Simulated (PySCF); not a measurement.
Correlation energy of N+ (nitrogen, charge +1)

[He] 2s1 2p2 3s1, high-spin 5P determinant (an excited configuration). All numbers are calculated (PySCF 2.14, the spin-free X2C one-electron Hamiltonian (Gaussian nucleus), in dyall-acv3z). Frozen: 1s2; 4 electrons correlated; the 18 highest virtual orbitals of each spin left out.

| level | correlation energy (mhartree) |
| --- | --- |
| CCSD | -23.04 |
| (T) | -0.16 |
| CCSD(T) | -23.20 |

Diagnostics: T1 = 0.0058, D1 = 0.0154, largest double amplitude 0.036.

The outer electron is Rydberg-like, and this basis confines it to a smaller radius and binds it less than a complete one would.

Cost of the coupled-cluster step: of the order of 4 core-seconds, for 4 correlated electrons.

Iterations:

```
CC2 = 0
CCSD nocc = (np.int64(4), np.int64(0)), nmo = (57, 57)
frozen orbitals [[0, 58, 59, 60, 61, 62, 63, 64, 65, 66, 67, 68, 69, 70, 71, 72, 73, 74, 75], [0, 58, 59, 60, 61, 62, 63, 64, 65, 66, 67, 68, 69, 70, 71, 72, 73, 74, 75]]
max_cycle = 100
direct = 0
conv_tol = 1e-08
conv_tol_normt = 1e-06
diis_space = 8
diis_start_cycle = 0
Init t2, MP2 energy = -0.0176147092310415
Init E_corr(UCCSD) = -0.0176147092310977
cycle = 1  E_corr(UCCSD) = -0.0212855394751191  dE = -0.00367083024  norm(t1,t2) = 0.0198768
cycle = 2  E_corr(UCCSD) = -0.0222814287993885  dE = -0.000995889324  norm(t1,t2) = 0.00975226
cycle = 3  E_corr(UCCSD) = -0.0229918675199231  dE = -0.000710438721  norm(t1,t2) = 0.00602979
cycle = 4  E_corr(UCCSD) = -0.0229575211427795  dE = 3.43463771e-05  norm(t1,t2) = 0.00287361
cycle = 5  E_corr(UCCSD) = -0.0230435760882441  dE = -8.60549455e-05  norm(t1,t2) = 0.00113125
cycle = 6  E_corr(UCCSD) = -0.0230404935850139  dE = 3.08250323e-06  norm(t1,t2) = 0.000231106
cycle = 7  E_corr(UCCSD) = -0.0230422525880345  dE = -1.75900302e-06  norm(t1,t2) = 3.87229e-05
cycle = 8  E_corr(UCCSD) = -0.0230417103714499  dE = 5.42216585e-07  norm(t1,t2) = 8.73777e-06
cycle = 9  E_corr(UCCSD) = -0.0230418952742157  dE = -1.84902766e-07  norm(t1,t2) = 2.18291e-06
cycle = 10  E_corr(UCCSD) = -0.0230418473146982  dE = 4.79595175e-08  norm(t1,t2) = 4.68697e-07
cycle = 11  E_corr(UCCSD) = -0.0230418477475276  dE = -4.32829408e-10  norm(t1,t2) = 4.28052e-08
UCCSD converged
E(UCCSD) = -53.08798585110119  E_corr = -0.02304184774752761
UCCSD(T) correction = -0.00015863465904761
```
